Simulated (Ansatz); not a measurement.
The same ligand exchange along the group B, Al, Ga.

Isolated molecules relaxed with PBE0-D4/def2-TZVP in Ansatz; ΔE leaves out vibrations. CCSD(T)/CBS adds triple-zeta CCSD(T) − MP2 to the extrapolated MP2 energy (def2 sets, frozen cores). This one scheme is used for every species. DFT in def2-TZVPP. For Ga outer-core shells are correlated without core-valence functions, which leaves a few kJ/mol of doubt a bond. Scalar relativity is left out up to krypton. Each species was taken in one conformer, which may not be the lowest.

```
                                                           reaction  PBE-D4 (kJ/mol)  CCSD/CBS(def2) (kJ/mol)  r2SCAN-D4 (kJ/mol)
                        `NB(F)O[SiH3]` + NH₃ → `NB(N)O[SiH3]` + H–F               55                       55                  62
`[NH2][Al]([F])[O][SiH3]` + NH₃ → `[NH2][Al]([NH2])[O][SiH3]` + H–F               97                      100                 103
`[NH2][Ga]([F])[O][SiH3]` + NH₃ → `[NH2][Ga]([NH2])[O][SiH3]` + H–F               51                       44                  57
```

Q: Give the CCSD(T)/CBS values in the same order. (An estimate is asked.)

A: Ansatz gave: 54, 99, 43 kJ/mol.

Largest T1 diagnostic: 0.013, for `[NH2][Ga]([F])[O][SiH3]`.
